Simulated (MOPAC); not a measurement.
Input file for MOPAC: PM6 on CH4O2 (a complex).

```
PM6 1SCF PRECISE CHARGE=0 THREADS=1
CH4O2

O      0.27470414 1    -0.11455422 1     0.53960396 1
H     -0.46269598 1    -0.44100008 1     1.07826482 1
H     -0.04261553 1    -0.11150345 1    -0.36776118 1
C     -0.34637842 1    -0.33623431 1     3.58626811 1
O     -1.22531364 1    -0.76033188 1     2.88087348 1
H      0.57381896 1     0.10124780 1     3.16369545 1
H     -0.42888866 1    -0.36939542 1     4.68735173 1
```

Output:

```
*******************************************************************************
 **                                                                           **
 **                              MOPAC v23.2.5                                **
 **                                                                           **
 *******************************************************************************
 ** MOPAC's Digital Object Identifier: https://doi.org/10.5281/zenodo.6511958 **
 **                                                                           **
 ** Please cite the open-source release paper for use of this MOPAC version:  **
 ** J. E. Moussa and J. J. P. Stewart (2026)                                  **
 ** MOPAC: An open-source semiempirical molecular orbital program             **
 ** J. Open Source Softw., 11(119), 8025, https://doi.org/10.21105/joss.08025 **
 *******************************************************************************

                              PM6 CALCULATION RESULTS

 *******************************************************************************
 *  PM6        - The PM6 Hamiltonian to be used
 *
 *
 *
 *                 CHARGE ON SYSTEM = 0
 *
 *
 *
 *  PRECISE    - TIGHTER CRITERIA TO BE USED
 *  1SCF       - DO 1 SCF AND THEN STOP
 *  THREADS=1  - MULTI-THREADING NOT USED
 *  T=         - A TIME OF 172800.0 SECONDS REQUESTED
 *  DUMP=N     - RESTART FILE WRITTEN EVERY 7200.0 SECONDS REQUESTED
 *******************************************************************************
PM6 1SCF PRECISE CHARGE=0 THREADS=1
 CH4O2

   ATOM   CHEMICAL          X               Y               Z
  NUMBER   SYMBOL      (ANGSTROMS)     (ANGSTROMS)     (ANGSTROMS)

     1       O          0.27470414  *  -0.11455422  *   0.53960396  *
     2       H         -0.46269598  *  -0.44100008  *   1.07826482  *
     3       H         -0.04261553  *  -0.11150345  *  -0.36776118  *
     4       C         -0.34637842  *  -0.33623431  *   3.58626811  *
     5       O         -1.22531364  *  -0.76033188  *   2.88087348  *
     6       H          0.57381896  *   0.10124780  *   3.16369545  *
     7       H         -0.42888866  *  -0.36939542  *   4.68735173  *



          CARTESIAN COORDINATES

    NO.       ATOM           X           Y           Z

     1         O          0.2747     -0.1146      0.5396
     2         H         -0.4627     -0.4410      1.0783
     3         H         -0.0426     -0.1115     -0.3678
     4         C         -0.3464     -0.3362      3.5863
     5         O         -1.2253     -0.7603      2.8809
     6         H          0.5738      0.1012      3.1637
     7         H         -0.4289     -0.3694      4.6874

 General Reference for PM6:
 "Optimization of Parameters for Semiempirical Methods V: Modification of NDDO Approximations
 and Application to 70 Elements", J. J. P. Stewart, J. Mol. Mod., 13, 1173-1213 (2007)
 URL: https://link.springer.com/article/10.1007/s00894-007-0233-4

           Empirical Formula: C H4 O2  =     7 atoms



      MOLECULAR POINT GROUP   :   C1


      RHF CALCULATION, NO. OF DOUBLY OCCUPIED LEVELS = 10


 -------------------------------------------------------------------------------
 PM6 1SCF PRECISE CHARGE=0 THREADS=1
 CH4O2



     1SCF WAS SPECIFIED, SO BFGS WAS NOT USED
     SCF FIELD WAS ACHIEVED


                              PM6 CALCULATION
                                                       MOPAC v23.2.5 Linux




          FINAL HEAT OF FORMATION =        -78.89267 KCAL/MOL =    -330.08694 KJ/MOL


          COSMO AREA              =         89.01 SQUARE ANGSTROMS
          COSMO VOLUME            =         67.27 CUBIC ANGSTROMS

          IONIZATION POTENTIAL    =         10.500062 EV
          HOMO LUMO ENERGIES (EV) =        -10.500 -0.137
          NO. OF FILLED LEVELS    =         10
          MOLECULAR WEIGHT        =         48.0414         POINT GROUP:  C1

          MOLECULAR DIMENSIONS (Angstroms)

            Atom       Atom       Distance
            H     7    H     3     5.07640
            H     6    O     5     2.01221
            O     1    H     7     0.12866


          SCF CALCULATIONS        =          1





   ATOM   CHEMICAL          X               Y               Z
  NUMBER   SYMBOL      (ANGSTROMS)     (ANGSTROMS)     (ANGSTROMS)

     1       O          0.27470414  *  -0.11455422  *   0.53960396  *
     2       H         -0.46269598  *  -0.44100008  *   1.07826482  *
     3       H         -0.04261553  *  -0.11150345  *  -0.36776118  *
     4       C         -0.34637842  *  -0.33623431  *   3.58626811  *
     5       O         -1.22531364  *  -0.76033188  *   2.88087348  *
     6       H          0.57381896  *   0.10124780  *   3.16369545  *
     7       H         -0.42888866  *  -0.36939542  *   4.68735173  *

                             CARTESIAN COORDINATES

   1    O        0.274704140    -0.114554220     0.539603960
   2    H       -0.462695980    -0.441000080     1.078264820
   3    H       -0.042615530    -0.111503450    -0.367761180
   4    C       -0.346378420    -0.336234310     3.586268110
   5    O       -1.225313640    -0.760331880     2.880873480
   6    H        0.573818960     0.101247800     3.163695450
   7    H       -0.428888660    -0.369395420     4.687351730


           Empirical Formula: C H4 O2  =     7 atoms



      MOLECULAR POINT GROUP   :   C1


                  EIGENVALUES
 -32.43625 -29.70651 -23.63340 -18.74092 -17.08401 -15.34778 -15.10724 -13.93343
 -11.58783 -10.50006  -0.13689   3.90965   4.09501   4.48441   4.73590   6.32445


              NET ATOMIC CHARGES AND DIPOLE CONTRIBUTIONS

  ATOM NO.   TYPE          CHARGE      No. of ELECS.   s-Pop       p-Pop
    1          O          -0.651098        6.6511     1.77705     4.87405
    2          H           0.328251        0.6717     0.67175
    3          H           0.310933        0.6891     0.68907
    4          C           0.246985        3.7530     1.15099     2.60202
    5          O          -0.450177        6.4502     1.84674     4.60344
    6          H           0.115678        0.8843     0.88432
    7          H           0.099428        0.9006     0.90057
 DIPOLE           X         Y         Z       TOTAL
 POINT-CHG.     0.700     0.621     1.485     1.755
 HYBRID        -0.503    -0.181    -0.237     0.585
 SUM            0.197     0.440     1.248     1.338


          ATOMIC ORBITAL ELECTRON POPULATIONS

     Atom    s        px        py        pz
    1  O   1.77705   1.57470   1.93563   1.36372
    2  H   0.67175
    3  H   0.68907
    4  C   1.15099   0.89857   0.69422   1.00923
    5  O   1.84674   1.49380   1.39362   1.71601
    6  H   0.88432
    7  H   0.90057

 **********************
 *                    *
 * JOB ENDED NORMALLY *
 *                    *
 **********************




 == MOPAC DONE ==
```

The run finished.

Cost: very roughly 0.03 core-seconds.
